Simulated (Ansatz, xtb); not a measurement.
C2H8BNSi2: which of two isomers lies lower

We compare a, `BN([SiH3])[SiH2]C#C`, a singlet, with b, `B1C=C[SiH2][SiH2]N1`, a singlet. Both are isolated molecules in the gas phase, relaxed with PBE0-D3(BJ)/def2-SVP; the shapes shown needn't be the lowest conformers.

a (Å):

```json
{"atom": "C", "x (Å)": "-1.3969", "y (Å)": "0.8570", "z (Å)": "0.4489"}
{"atom": "C", "x (Å)": "-1.7781", "y (Å)": "1.3940", "z (Å)": "-0.5746"}
{"atom": "B", "x (Å)": "-0.2175", "y (Å)": "-2.6965", "z (Å)": "2.0032"}
{"atom": "N", "x (Å)": "0.1087", "y (Å)": "-1.4203", "z (Å)": "1.4915"}
{"atom": "Si", "x (Å)": "1.4104", "y (Å)": "-1.2909", "z (Å)": "0.2886"}
{"atom": "Si", "x (Å)": "-0.7922", "y (Å)": "0.0205", "z (Å)": "1.9674"}
{"atom": "H", "x (Å)": "0.4225", "y (Å)": "-3.6627", "z (Å)": "1.6443"}
{"atom": "H", "x (Å)": "-1.1266", "y (Å)": "-2.8253", "z (Å)": "2.7929"}
{"atom": "H", "x (Å)": "0.9198", "y (Å)": "-1.6759", "z (Å)": "-1.0660"}
{"atom": "H", "x (Å)": "2.5408", "y (Å)": "-2.1754", "z (Å)": "0.6853"}
{"atom": "H", "x (Å)": "1.8626", "y (Å)": "0.1317", "z (Å)": "0.2591"}
{"atom": "H", "x (Å)": "-1.9369", "y (Å)": "-0.3784", "z (Å)": "2.8258"}
{"atom": "H", "x (Å)": "0.1025", "y (Å)": "0.9726", "z (Å)": "2.6858"}
{"atom": "H", "x (Å)": "-2.1174", "y (Å)": "1.8700", "z (Å)": "-1.4780"}
```

b (Å):

```tsv
atom	x (Å)	y (Å)	z (Å)
C	-1.3296	-0.3447	0.4378
C	-0.3154	0.4152	-0.0466
B	-0.9759	-1.3566	1.5738
N	-0.2534	-0.8935	2.7226
Si	1.4764	0.4941	0.5864
Si	1.4874	-1.0333	2.3890
H	-1.0764	-2.5520	1.3837
H	-2.2807	-0.3459	-0.1113
H	-0.5075	1.0102	-0.9531
H	2.4170	0.2521	-0.5532
H	1.7492	1.8811	1.0909
H	1.7954	-2.4374	1.9905
H	2.3074	-0.6446	3.5762
H	-0.4272	0.1079	2.8500
```

Question: Estimate E(b) − E(a) at the level CCSD(T)/def2-SVP + ΔMP2/def2-TZVPP.

Answer: Too close to call at this level: CCSD(T)/def2-SVP + ΔMP2/def2-TZVPP gives E(b) − E(a) = −0.068 eV.

Level by level:

```json
{"level": "GFN2-xTB", "geometry": "GFN2-xTB", "E(b) − E(a) (eV)": "+0.629", "departure from the last row (eV)": "+0.697", "job, with rough time for the two": "optimisation, 0.44 s"}
{"level": "HF/STO-3G", "geometry": "GFN2-xTB", "E(b) − E(a) (eV)": "−0.166", "departure from the last row (eV)": "−0.098", "job, with rough time for the two": "single point, 0.34 s"}
{"level": "r2SCAN-D4/def2-SVP", "geometry": "GFN2-xTB", "E(b) − E(a) (eV)": "−0.512", "departure from the last row (eV)": "−0.444", "job, with rough time for the two": "single point, 3.4 s"}
{"level": "PBE0-D3(BJ)/def2-SVP", "geometry": "PBE0-D3(BJ)/def2-SVP", "E(b) − E(a) (eV)": "−0.752", "departure from the last row (eV)": "−0.684", "job, with rough time for the two": "optimisation, 64 s"}
{"level": "HF/def2-SVP", "geometry": "PBE0-D3(BJ)/def2-SVP", "E(b) − E(a) (eV)": "+0.130", "departure from the last row (eV)": "+0.198", "job, with rough time for the two": "part of the CCSD(T) run"}
{"level": "MP2/def2-SVP", "geometry": "PBE0-D3(BJ)/def2-SVP", "E(b) − E(a) (eV)": "−0.024", "departure from the last row (eV)": "+0.044", "job, with rough time for the two": "part of the CCSD(T) run"}
{"level": "CCSD(T)/def2-SVP", "geometry": "PBE0-D3(BJ)/def2-SVP", "E(b) − E(a) (eV)": "−0.139", "departure from the last row (eV)": "−0.072", "job, with rough time for the two": "single point"}
{"level": "CCSD(T)/def2-SVP + ΔMP2/def2-TZVPP", "geometry": "PBE0-D3(BJ)/def2-SVP", "E(b) − E(a) (eV)": "−0.068", "departure from the last row (eV)": "", "job, with rough time for the two": "single point, 35 s"}
```

As drawn, b has 1 C–B, 1 C=C, 1 Si–Si, 1 C–H, 1 N–H in place of 1 N–Si, 1 C≡C, 1 B–H, 1 Si–H. Structure a has no ring, b a 6-membered ring.

GFN2-xTB, HF/def2-SVP put the two in the other order. The largest departure from CCSD(T)/def2-SVP + ΔMP2/def2-TZVPP is that of GFN2-xTB, 0.697 eV. The last row adds to CCSD(T) the change of the MP2 difference between the two basis sets, here +0.072 eV.

With thermal terms from frequencies at re-optimised GFN2-xTB minima (ideal gas, soft modes damped towards free rotors, one conformer each, 298.15 K, 1 atm): on the last row, ΔE + ΔZPE = +0.106, ΔH = +0.057, ΔG = +0.180 eV.

The correlated steps freeze 14 core orbitals. Run with Ansatz 0.2.0, xtb 6.7.1; the last row on 4 threads of Arm Neoverse V1 on a shared host.
